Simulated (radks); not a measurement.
The numbers below are computed, except where a source is named.
Question: Valence configurations of the argon ion Ar+ (all share [Ne]). Level of theory: non-relativistic Kohn-Sham, r2SCAN, spin-polarised, spherical densities, point nucleus; open shells are filled with parallel spins first; meta-GGA in the generalised Kohn-Sham scheme (a radial shooting solver on a logarithmic mesh with Libxc functionals). Order these by energy: 3s2 3p5; 3s1 3p6; 3s1.5 3p5.5.

Answer: From the lowest, in eV above it: 3s2 3p5 0.000; 3s1.5 3p5.5 7.479; 3s1 3p6 14.934. NIST lists [Ne] 3s2 3p5 as the ground configuration; this level of theory agrees among the configurations tried. The energies are those of spherical high-spin densities, not of single terms.
